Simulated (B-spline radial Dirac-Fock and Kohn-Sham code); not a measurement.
**K-line shifts caused by a second vacancy in P³⁺**

System: P³⁺, configuration 1s2 2s2 2p6 3s2, inside a Watson sphere of charge -3 and radius 2 Å (a model of the Madelung potential; inside it an electron's potential energy is raised by 21.6 eV).

Method: Dirac-Fock (average of configuration) total-energy differences with a finite nucleus, the Breit interaction including its frequency dependence, and self-energy and vacuum-polarisation corrections. Computed with a radial B-spline solver. Each two-hole energy is an average over J within one jj subconfiguration, not an observable level; in light atoms, where LS coupling holds, the j-resolved values are not observed lines, and for a K spectator the Kα1 hypersatellite is nearly forbidden. Electron correlation is not included.

Lines without a spectator: Kα2 (K-L2) 2016.2 eV, Kα1 (K-L3) 2017.0 eV. Shifts in eV with one spectator hole (a dash: not computed, or left out as unreliable):

```
spectator hole     Kα2     Kα1
    L2 (2p1/2)  +11.28  +14.00
    L3 (2p3/2)  +13.68  +12.88
```

Question: Where does the K-L3 hypersatellite lie, emitted when both K electrons are missing?

Answer: +151.7 eV from the normal line, at 2168.7 eV. Removing both K electrons costs 4559.2 eV, which is 207.4 eV more than twice the K binding energy. In light atoms the observed hypersatellite is the ¹S₀ → ¹P₁ component, which lies below this average, and the triplet component is nearly forbidden.

With n spectator holes in 2p, averaged over the 2p shell (energies in eV):

```tsv
n	KαLⁿ	step	hypersatellite KαʰLⁿ
0	2016.7	–	2168.3
1	2030.0	+13.3	2183.1
2	2044.8	+14.8	2199.3
3	2061.1	+16.3	2216.9
4	2078.8	+17.7	2236.0
5	2097.9	+19.1	2256.4
```
